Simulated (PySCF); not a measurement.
NMR data simulated for an unnamed compound:

¹H NMR (500 MHz, computed): δ 6.93 (m, 2H), 6.52 (m, 2H), 5.07 (s, 3H), 4.94 (s, 1H), 1.26 (br s, 2H).

¹³C{¹H} NMR (computed): δ 126.9 (CH), 118.0 (CH).

PySCF calculation with coordinates at the PBE0-D3(BJ)/def2-SVP level and PBE0/pcSseg-1 with gauge-including orbitals; one conformer, isolated molecule, non-relativistic Hamiltonian, rapidly exchanging positions averaged.

Referencing at the same level of theory: TMS for ¹H and ¹³C.

Which of these does the molecule contain: a heteroaromatic ring, a C≡C triple bond, an NH or NH2 group, a benzene ring, a vinyl group CH=CH2, a Si–H bond?

## Answers


- A heteroaromatic ring: yes.
- A C≡C triple bond: no.
- An NH or NH2 group: yes (δH 1.26 (br s)).
- A benzene ring: no.
- A vinyl group CH=CH2: no.
- A Si–H bond: yes (δH 4.94 (s)).

The data belong to `N[Si@H](O[SiH3])n1cccc1`, C$_{4}$H$_{10}$N$_{2}$OSi$_{2}$; they needn't prove each group on their own.

Carbon signals by region: 2 in the sp2 and nitrile region (100–160 ppm).

Exchangeable OH/NH protons stand at their gas-phase positions; hydrogen bonding in a real sample shifts them, mostly to higher δ. Shifts are as computed. Against solution values, carbons near 30 ppm lie about +2 ppm off and those near 130 ppm about +5 ppm. Of 1211 compounds with measured shifts, 218 miss one by over three times the rms of a fit or turn the order of signals round; such compounds aren't used in these exercises. Multiplicities follow the n + 1 count of equivalent neighbours, as no J values were calculated; m marks all less simple cases, F and P coupling included.
